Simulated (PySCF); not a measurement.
# C$_{2}$HNO, SMILES `N#CC=O` (charge 0, multiplicity 1)

Computed with PBE0-D3(BJ)/def2-TZVP run with PySCF.

```
Item                                   Result
-------------  ------------------------------
HOMO                                 -9.22 eV
dipole moment                       0.507 e·Å
HOMO–LUMO gap                         6.14 eV
LUMO                                 -3.09 eV
total energy                     -206.5833 Ha
cost           around 17 core-seconds (rough)
```

```xyz
5

N      1.9783     0.2523     0.1875
C      0.8517     0.0876     0.0247
C     -0.5864    -0.0732    -0.2108
O     -1.1989    -1.0209     0.1818
H     -1.0447     0.7543    -0.7786
```
Charge 0, spin multiplicity 1.
